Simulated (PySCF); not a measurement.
Structure with atom numbers: `[F:1][B:2]([F:3])[SiH2:4][SH:5]`. Each H is labelled by its parent atom.

Theoretical values (PySCF): NMR shieldings at KT3/pcSseg-2/GIAO, structure optimised with PBE0-D3(BJ)/def2-SVP. Relativity neglected, isolated molecule, one conformer, averaged over atoms made equivalent by symmetry, fast rotation or ring inversion.

References, each an isolated molecule treated in the same way: 1H (σref 31.35), 29Si (σref 358.24) against TMS; 19F (σref 146.91) against CFCl3; 11B (σref 98.64) vs BF3·OEt2; 33S (σref 525.97) vs CS2.

```csv
atoms,nucleus,count,δ (ppm)
Si4,29Si,1,-67.0
H(Si4),1H,2,4.57
S5,33S,1,?
F1/F3,19F,2,-58.5
B2,11B,1,?
H(S5),1H,1,0.06
```

Q: Estimate the values marked ?.

A: 
- B2: 25.9 ppm, boron bonded to 2 F, Si
- S5: -243 ppm, sulfur bonded to Si, H

Exchangeable OH/NH protons stand at their gas-phase positions; hydrogen bonding in a real sample shifts them, mostly to higher δ. Unscaled 19F shifts against computed CFCl3 carry errors that often reach 10 to 50 ppm.
